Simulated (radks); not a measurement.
Q: These are the eigenvalues of the occupied orbitals of an atom or ion with whole-number occupations (hartree). Calculated with a radial shooting solver on a logarithmic mesh with Libxc functionals: scalar-relativistic Kohn-Sham, LDA (Slater exchange, Perdew-Zunger correlation), spin-polarised, spherical densities, finite nucleus; Fermi nuclear charge, rms radius of each element as measured or else 0.836 A^(1/3) + 0.57 fm.

| orbital | eigenvalue |
|---|---|
| 1s up | -521.6144 |
| 1s down | -521.6060 |
| 2s up | -70.53042 |
| 2s down | -70.52490 |
| 2p up | -62.66940 |
| 2p down | -62.66163 |
| 3s up | -11.75148 |
| 3s down | -11.74065 |
| 3p up | -9.24642 |
| 3p down | -9.23417 |
| 3d up | -5.08259 |
| 3d down | -5.06767 |
| 4s up | -2.72511 |
| 4s down | -2.64174 |
| 4p up | -2.11952 |

Which element is it, and in what charge state? The configuration may be excited. Open shells, if any, are filled with parallel spins first.

A: Z = 36, krypton, charge +4: Kr4+ in [Ar] 3d10 4s2 4p2. The list shows which subshells hold electrons but not how many an open one holds; the 1s level, -521.61 hartree, gives Z - s = 32.3 by -(Z - s)^2/2, which with screening and relativity narrows Z to a few neighbours, and the depths of the outer levels then fix element, charge and occupations together.
